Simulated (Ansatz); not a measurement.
C2H8B2O, SMILES `CBBOC`: the same geometry under several functionals.

```yaml
crystal:
  periodic: [false, false, false]
  atoms:
    - {symbol: C, position_ang: [-0.818058, -0.761361, 1.696279]}
    - {symbol: B, position_ang: [-0.160051, 0.487911, 1.029385]}
    - {symbol: B, position_ang: [1.235634, 0.462170, 0.088046]}
    - {symbol: O, position_ang: [1.340920, 0.319672, -1.249526]}
    - {symbol: C, position_ang: [0.208346, 0.158826, -2.074375]}
    - {symbol: H, position_ang: [-0.254246, -1.693935, 1.644294]}
    - {symbol: H, position_ang: [-1.760157, -0.917359, 1.145476]}
    - {symbol: H, position_ang: [-1.130541, -0.578656, 2.728925]}
    - {symbol: H, position_ang: [-0.684083, 1.549653, 1.263407]}
    - {symbol: H, position_ang: [2.299557, 0.590912, 0.650680]}
    - {symbol: H, position_ang: [-0.723510, 0.211795, -1.500051]}
    - {symbol: H, position_ang: [0.262725, -0.809897, -2.576053]}
    - {symbol: H, position_ang: [0.203864, 0.945470, -2.831789]}
basis:
  gaussian: {orbitals: def2-TZVPP}
hamiltonian: {xc: r2scan, dispersion: d4}
output: {forces: true, orbitals: {seedname: orbitals}}
```

```sh
$ ansatz run in.yaml --threads 4 --pin off --events-out ev --progress --plain
```

Output, abridged:

```
Functional definition: r2SCAN
1321 factors; their error is unknown
mean field evaluation 1: about -5591.5068 eV, gradient 7.2e1 eV
mean field evaluation 2: about -5581.0424 eV, gradient 9.8e1 eV
mean field evaluation 4: about -5602.8051 eV, gradient 6.1e0 eV
mean field evaluation 8: about -5602.8907 eV, gradient 1.9e-1 eV
mean field evaluation 16: about -5602.8574 eV, gradient 4.6e-4 eV
mean field -5602.85740720 eV, -205.9012119613 hartree, gradient 5.2e-5 eV, S^2 0.000000; 0 other end points of the search recorded, 0 dependent functions left out
reference -5602.85742202 eV, -205.9012125062 hartree; 19, 19 occupied and 248, 248 virtual orbitals, 1321 factors
Total energy: -5602.91189652 eV, -205.9032144071 hartree
Atom 0 at    -0.818058    -0.761361     1.696279 Å, force     0.012150    -0.008830     0.022489 eV/Å
Atom 1 at    -0.160051     0.487911     1.029385 Å, force     0.055961     0.031698    -0.061239 eV/Å
Atom 2 at     1.235634     0.462170     0.088046 Å, force    -0.079272     0.023415     0.233169 eV/Å
Atom 3 at     1.340920     0.319672    -1.249526 Å, force     0.303173     0.015886    -0.002554 eV/Å
Atom 4 at     0.208346     0.158826    -2.074375 Å, force    -0.276721    -0.037806    -0.219752 eV/Å
Atom 5 at    -0.254246    -1.693935     1.644294 Å, force    -0.022007     0.006037     0.000989 eV/Å
Atom 6 at    -1.760157    -0.917359     1.145476 Å, force     0.011816    -0.001011     0.019479 eV/Å
Atom 7 at    -1.130541    -0.578656     2.728925 Å, force    -0.013140    -0.015385    -0.016680 eV/Å
Atom 8 at    -0.684083     1.549653     1.263407 Å, force    -0.001475    -0.013813     0.006515 eV/Å
Atom 9 at     2.299557     0.590912     0.650680 Å, force     0.003295    -0.001630    -0.008755 eV/Å
Atom 10 at    -0.723510     0.211795    -1.500051 Å, force    -0.003464    -0.000049     0.009425 eV/Å
Atom 11 at     0.262725    -0.809897    -2.576053 Å, force     0.004291     0.013430     0.006955 eV/Å
Atom 12 at     0.203864     0.945470    -2.831789 Å, force     0.005394    -0.011942     0.009960 eV/Å
Dipole moment:    -0.341825    -0.138592    -0.142049 e Å
```

Hardware: 4 threads of a server CPU on a shared host. Wall time 4.7 s, peak host memory 0.34 GiB.

With the line `hamiltonian: {xc: hse06, dispersion: d4}` and no forces (abridged; 3 s):

```
Functional definition: HSE06
mean field evaluation 16: about -5598.9872 eV, gradient 7.3e-5 eV
mean field -5598.98718030 eV, -205.7589837463 hartree, gradient 7.3e-5 eV, S^2 0.000000
Total energy: -5599.14813099 eV, -205.7648985751 hartree
```

With the line `hamiltonian: {xc: {name: PBE-QIDH}}` and no forces (abridged; 5.5 s):

```
Functional definition: PBE-QIDH
mean field evaluation 16: about -5590.4910 eV, gradient 2.1e-4 eV
mean field -5590.49102183 eV, -205.4467556814 hartree, gradient 5.3e-6 eV, S^2 0.000000
5 core orbitals not correlated: weight in the atoms' cores, before any rotation towards them, 1.000 or more for the frozen orbitals, at most 0.000 for the correlated occupied ones
second order -24.03206005 eV of doubles, -0.00000000 eV of singles
Total energy: -5598.50172291 eV, -205.7411435160 hartree
```

Changing it to `hamiltonian: {xc: {name: B3LYP}, dispersion: d4}` (abridged; 4.5 s):

```
Functional definition: B3LYP
mean field evaluation 16: about -5606.9209 eV, gradient 7.2e-5 eV
mean field -5606.92088930 eV, -206.0505421745 hartree, gradient 1.5e-5 eV, S^2 0.000000
Total energy: -5607.24748584 eV, -206.0625443757 hartree
Atom 0 force    -0.059289    -0.052294     0.021599 eV/Å
Atom 1 force     0.030233     0.155948    -0.010984 eV/Å
Atom 2 force     0.119304     0.038223     0.218025 eV/Å
Atom 3 force     0.192647     0.018903     0.110391 eV/Å
Atom 4 force    -0.282521    -0.043676    -0.270748 eV/Å
Atom 5 force    -0.028620     0.035933     0.011744 eV/Å
Atom 6 force     0.026999    -0.015295     0.023669 eV/Å
Atom 7 force     0.020029    -0.022587    -0.034537 eV/Å
Atom 8 force     0.049236    -0.102803    -0.024649 eV/Å
Atom 9 force    -0.096060    -0.012307    -0.043606 eV/Å
Atom 10 force     0.048713    -0.006077    -0.053834 eV/Å
Atom 11 force    -0.011973     0.049655     0.020144 eV/Å
Atom 12 force    -0.008696    -0.043624     0.032786 eV/Å
Dipole moment:    -0.344020    -0.129487    -0.140845 e Å
```

Changing it to `hamiltonian: {xc: {name: r2SCAN0}, dispersion: d4}` and no forces (abridged; 4.3 s):

```
Functional definition: r2SCAN0
mean field evaluation 16: about -5602.3606 eV, gradient 6.3e-5 eV
mean field -5602.36061512 eV, -205.8829551893 hartree, gradient 6.3e-5 eV, S^2 0.000000
Total energy: -5602.42313283 eV, -205.8852526727 hartree
```

Changing it to `hamiltonian: {xc: {name: B97M-V}}` and no forces (abridged; 9 s):

```
Functional definition: B97M-V
mean field evaluation 16: about -5606.3968 eV, gradient 3.4e-3 eV
mean field -5606.39678357 eV, -206.0312816439 hartree, gradient 8.0e-5 eV, S^2 0.000000
Total energy: -5606.39685607 eV, -206.0312843082 hartree
```

HSE06 is the plane-wave form, built on full-range PBE exchange.

B3LYP takes the VWN-RPA correlation (the form of Gaussian; ORCA's B3LYP/G).
